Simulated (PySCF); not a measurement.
Computed with PBE-D3(BJ)/def2-TZVP (PySCF). Gas-phase values, no solvent. One relaxed conformer stands for a flexible species; it need not be the lowest. Excitations are Tamm–Dancoff values on a coarser integration grid. The basis has no diffuse functions, so Rydberg states are missing or too high.

Reference species (SMILES): `[OH][Sn]([OH])([OH])[OH]` (neutral, multiplicity 1).

```yaml
HOMO: -7.38 eV
HOMO–LUMO gap: 4.48 eV
T1 excitation (TDA): 4.28 eV
LUMO: -2.90 eV
```

Changed species: `[OH][SnH]([OH])[OH]` (1 of 4 OH replaced by H; the reference has 0 of 4 OH replaced by H).

Task: Give the shifts of the HOMO, HOMO–LUMO gap, T1 excitation (TDA) and LUMO.

Result: the HOMO rises by 0.31 eV, to -7.07 eV; the HOMO–LUMO gap rises by 0.44 eV, to 4.92 eV; the T1 excitation (TDA) rises by 0.40 eV, to 4.68 eV; the LUMO goes up by 0.75 eV, to -2.15 eV.
